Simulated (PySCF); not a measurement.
Radial density of F⁺ (fluorine, charge +1)

TPSS, [He] 2s2 2p4, high-spin 3P determinant. All numbers are calculated (PySCF 2.14, scalar relativity by spin-free X2C-1e, in x2c-TZVPall (5s3p2d1f, 31 functions)).

```json
{"r (bohr)": "0.00240", "4πr²ρ (e/bohr)": "0.03325", "4πr²(ρα − ρβ)": "0.0000"}
{"r (bohr)": "0.00403", "4πr²ρ (e/bohr)": "0.09067", "4πr²(ρα − ρβ)": "0.0000"}
{"r (bohr)": "0.00678", "4πr²ρ (e/bohr)": "0.2396", "4πr²(ρα − ρβ)": "-0.0001"}
{"r (bohr)": "0.0114", "4πr²ρ (e/bohr)": "0.6166", "4πr²(ρα − ρβ)": "-0.0002"}
{"r (bohr)": "0.0192", "4πr²ρ (e/bohr)": "1.503", "4πr²(ρα − ρβ)": "-0.0003"}
{"r (bohr)": "0.0323", "4πr²ρ (e/bohr)": "3.342", "4πr²(ρα − ρβ)": "0.0002"}
{"r (bohr)": "0.0543", "4πr²ρ (e/bohr)": "6.351", "4πr²(ρα − ρβ)": "0.0055"}
{"r (bohr)": "0.0913", "4πr²ρ (e/bohr)": "9.308", "4πr²(ρα − ρβ)": "0.0370"}
{"r (bohr)": "0.154", "4πr²ρ (e/bohr)": "8.974", "4πr²(ρα − ρβ)": "0.1730"}
{"r (bohr)": "0.258", "4πr²ρ (e/bohr)": "5.145", "4πr²(ρα − ρβ)": "0.6251"}
{"r (bohr)": "0.434", "4πr²ρ (e/bohr)": "4.393", "4πr²(ρα − ρβ)": "1.5072"}
{"r (bohr)": "0.731", "4πr²ρ (e/bohr)": "5.924", "4πr²(ρα − ρβ)": "1.9431"}
{"r (bohr)": "1.23", "4πr²ρ (e/bohr)": "3.268", "4πr²(ρα − ρβ)": "1.0111"}
{"r (bohr)": "2.07", "4πr²ρ (e/bohr)": "0.4988", "4πr²(ρα − ρβ)": "0.1556"}
{"r (bohr)": "3.48", "4πr²ρ (e/bohr)": "0.01594", "4πr²(ρα − ρβ)": "0.0048"}
```

Densities and radii are taken from the X2C orbitals without a picture-change correction, which distorts them close to the nucleus.
